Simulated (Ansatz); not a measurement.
Steps of a relaxation of `C[NH][Al]([CH3])[Cl]` with RKS PBE0-D4/def2-TZVP.

```sh
$ ansatz run in.yaml --threads 4 --pin off --events-out ev --progress --plain --max-ram 10444MiB
```

```yaml
crystal:
  periodic: [false, false, false]
  atoms:
    - {symbol: C, position_ang: [-1.505672, 0.761242, 0.913840]}
    - {symbol: N, position_ang: [-0.188818, 1.180759, 0.467843]}
    - {symbol: Al, position_ang: [1.072580, 0.251203, -0.386827]}
    - {symbol: C, position_ang: [0.891678, -1.620895, -0.906531]}
    - {symbol: Cl, position_ang: [2.845452, 1.349975, -0.815257]}
    - {symbol: H, position_ang: [-2.328819, 1.360022, 0.457343]}
    - {symbol: H, position_ang: [-1.689718, -0.297688, 0.633922]}
    - {symbol: H, position_ang: [-1.630663, 0.825728, 2.020641]}
    - {symbol: H, position_ang: [0.006580, 2.159260, 0.701250]}
    - {symbol: H, position_ang: [1.084205, -1.747892, -1.992306]}
    - {symbol: H, position_ang: [-0.116053, -2.028709, -0.686985]}
    - {symbol: H, position_ang: [1.636247, -2.248204, -0.373034]}
basis:
  gaussian: {orbitals: def2-TZVP}
hamiltonian: {xc: pbe0, dispersion: d4}
relax: {f_tol: 0.005, max_steps: 150}
```

Positions (Å) and forces (eV/Å) along the path, 10 of 13 steps:

```xyz
12
step=1 energy=-22791.4528 eV
C    -1.506    0.761    0.914   -0.401   -0.147    0.127
N    -0.189    1.181    0.468    0.239    0.279   -0.011
Al    1.073    0.251   -0.387   -0.192    0.227    0.153
C     0.892   -1.621   -0.907    0.002   -0.317   -0.104
Cl    2.845    1.350   -0.815   -0.282   -0.187    0.066
H    -2.329    1.360    0.457    0.473   -0.291    0.200
H    -1.690   -0.298    0.634    0.132    0.540    0.128
H    -1.631    0.826    2.021    0.126   -0.024   -0.576
H     0.007    2.159    0.701   -0.142   -0.631   -0.143
H     1.084   -1.748   -1.992   -0.091    0.054    0.517
H    -0.116   -2.029   -0.687    0.486    0.208   -0.101
H     1.636   -2.248   -0.373   -0.351    0.289   -0.256
12
step=2 energy=-22791.4975 eV
C    -1.500    0.757    0.910   -0.167   -0.055    0.054
N    -0.189    1.177    0.467    0.192    0.026   -0.075
Al    1.061    0.250   -0.382   -0.140    0.102    0.094
C     0.888   -1.612   -0.902   -0.007   -0.089   -0.026
Cl    2.823    1.335   -0.808   -0.049   -0.038    0.011
H    -2.309    1.349    0.453    0.141   -0.093    0.065
H    -1.676   -0.291    0.633    0.033    0.157    0.040
H    -1.618    0.823    2.004    0.033   -0.008   -0.178
H     0.003    2.144    0.698   -0.041   -0.167   -0.036
H     1.076   -1.738   -1.977   -0.027    0.025    0.146
H    -0.108   -2.015   -0.683    0.131    0.051   -0.029
H     1.626   -2.234   -0.377   -0.099    0.090   -0.067
12
step=4 energy=-22791.5023 eV
C    -1.495    0.750    0.905   -0.018   -0.007    0.005
N    -0.185    1.174    0.465    0.029    0.010   -0.009
Al    1.058    0.254   -0.379   -0.006   -0.003    0.001
C     0.881   -1.604   -0.897   -0.002    0.001    0.001
Cl    2.821    1.328   -0.806    0.003   -0.001   -0.001
H    -2.300    1.336    0.446    0.000    0.000   -0.002
H    -1.664   -0.294    0.631    0.002   -0.002    0.000
H    -1.613    0.819    1.993    0.002    0.001    0.000
H     0.002    2.139    0.696   -0.010    0.002    0.006
H     1.064   -1.727   -1.968    0.000    0.000   -0.002
H    -0.110   -2.006   -0.675   -0.002   -0.002    0.000
H     1.618   -2.223   -0.377    0.002    0.000    0.000
12
step=5 energy=-22791.5023 eV
C    -1.495    0.749    0.904    0.005   -0.002   -0.004
N    -0.184    1.176    0.466   -0.005    0.016    0.007
Al    1.059    0.255   -0.377    0.010   -0.007   -0.006
C     0.879   -1.603   -0.896   -0.001   -0.001    0.000
Cl    2.825    1.324   -0.806   -0.003   -0.002    0.001
H    -2.300    1.332    0.441    0.001   -0.002    0.001
H    -1.660   -0.297    0.632   -0.001    0.002    0.002
H    -1.615    0.820    1.992   -0.001    0.000   -0.002
H     0.000    2.141    0.698   -0.005   -0.005    0.001
H     1.057   -1.724   -1.969   -0.001    0.001    0.002
H    -0.111   -2.006   -0.670    0.001   -0.001    0.000
H     1.620   -2.221   -0.381   -0.001    0.002   -0.001
12
step=6 energy=-22791.5024 eV
C    -1.494    0.748    0.903    0.008    0.000   -0.004
N    -0.183    1.177    0.466   -0.010    0.009    0.007
Al    1.059    0.256   -0.376    0.008   -0.004   -0.004
C     0.878   -1.602   -0.896    0.001   -0.001    0.000
Cl    2.827    1.322   -0.804   -0.002   -0.001    0.001
H    -2.299    1.329    0.437    0.000   -0.002    0.001
H    -1.656   -0.298    0.632   -0.001    0.002    0.001
H    -1.616    0.820    1.990   -0.001    0.000   -0.002
H    -0.001    2.142    0.700    0.000   -0.004   -0.001
H     1.050   -1.722   -1.969   -0.001    0.000    0.002
H    -0.110   -2.006   -0.665    0.001    0.000    0.000
H     1.622   -2.220   -0.385   -0.002    0.002   -0.002
12
step=7 energy=-22791.5024 eV
C    -1.494    0.747    0.902    0.003    0.001   -0.001
N    -0.182    1.178    0.467   -0.007    0.000    0.003
Al    1.060    0.256   -0.375    0.002   -0.001   -0.002
C     0.877   -1.601   -0.895    0.001   -0.001    0.000
Cl    2.829    1.320   -0.802   -0.001    0.000    0.001
H    -2.299    1.326    0.434    0.001    0.000    0.000
H    -1.654   -0.299    0.631    0.000    0.001    0.000
H    -1.618    0.821    1.988    0.000    0.000   -0.001
H    -0.001    2.143    0.701    0.001   -0.001   -0.001
H     1.043   -1.720   -1.969   -0.001    0.000    0.001
H    -0.110   -2.007   -0.659    0.001    0.000    0.000
H     1.625   -2.219   -0.389   -0.001    0.001   -0.001
12
step=8 energy=-22791.5024 eV
C    -1.494    0.747    0.900   -0.002    0.002    0.000
N    -0.182    1.179    0.467    0.000   -0.005   -0.003
Al    1.061    0.256   -0.375    0.000    0.002    0.007
C     0.877   -1.601   -0.895    0.000   -0.001   -0.002
Cl    2.831    1.320   -0.799    0.001    0.000   -0.002
H    -2.299    1.325    0.432   -0.001    0.000    0.001
H    -1.653   -0.300    0.631    0.000    0.000    0.000
H    -1.619    0.821    1.987    0.000    0.000    0.000
H    -0.001    2.143    0.702    0.002    0.001   -0.001
H     1.035   -1.719   -1.970   -0.001   -0.001    0.001
H    -0.107   -2.008   -0.651    0.001    0.001    0.000
H     1.629   -2.218   -0.395   -0.001    0.002   -0.001
12
step=11 energy=-22791.5024 eV
C    -1.496    0.749    0.897   -0.001    0.000    0.000
N    -0.182    1.177    0.468    0.000   -0.001    0.001
Al    1.063    0.254   -0.370   -0.002    0.000    0.001
C     0.878   -1.602   -0.893    0.001   -0.007   -0.002
Cl    2.834    1.317   -0.790    0.000    0.000    0.000
H    -2.298    1.329    0.426    0.001    0.001   -0.001
H    -1.657   -0.297    0.628    0.001    0.000   -0.001
H    -1.625    0.824    1.983    0.001    0.000    0.000
H     0.000    2.142    0.703   -0.001    0.001   -0.001
H     1.009   -1.714   -1.974   -0.001    0.000    0.006
H    -0.096   -2.018   -0.627    0.006    0.003   -0.001
H     1.648   -2.216   -0.417   -0.005    0.004   -0.003
12
step=12 energy=-22791.5024 eV
C    -1.497    0.750    0.897    0.002    0.000    0.000
N    -0.182    1.177    0.469   -0.002    0.002   -0.001
Al    1.063    0.253   -0.369    0.001    0.000    0.001
C     0.879   -1.603   -0.893    0.001   -0.006   -0.002
Cl    2.834    1.317   -0.788    0.000    0.000    0.000
H    -2.298    1.331    0.425    0.000   -0.001    0.000
H    -1.658   -0.297    0.626    0.000    0.000    0.000
H    -1.626    0.824    1.983   -0.001    0.000    0.000
H     0.000    2.142    0.702    0.000   -0.002    0.001
H     1.002   -1.713   -1.974   -0.001    0.001    0.006
H    -0.093   -2.021   -0.620    0.005    0.002   -0.001
H     1.653   -2.216   -0.423   -0.004    0.003   -0.002
12
step=13 energy=-22791.5024 eV
C    -1.497    0.750    0.896    0.001    0.000   -0.001
N    -0.182    1.177    0.468    0.000    0.001    0.000
Al    1.063    0.253   -0.369    0.001    0.000    0.000
C     0.879   -1.603   -0.893    0.000   -0.004   -0.001
Cl    2.835    1.316   -0.787    0.000    0.000    0.000
H    -2.298    1.331    0.425    0.000   -0.001    0.001
H    -1.658   -0.296    0.626    0.000    0.000    0.000
H    -1.626    0.824    1.982   -0.001    0.000    0.000
H     0.000    2.141    0.703    0.000   -0.001    0.000
H     1.000   -1.713   -1.974   -0.001    0.000    0.004
H    -0.092   -2.021   -0.619    0.003    0.001   -0.001
H     1.654   -2.215   -0.424   -0.003    0.003   -0.002
```

Hardware: 4 threads of an Arm Neoverse V1 on a shared host. Wall time 55 s, peak host memory 0.58 GiB.
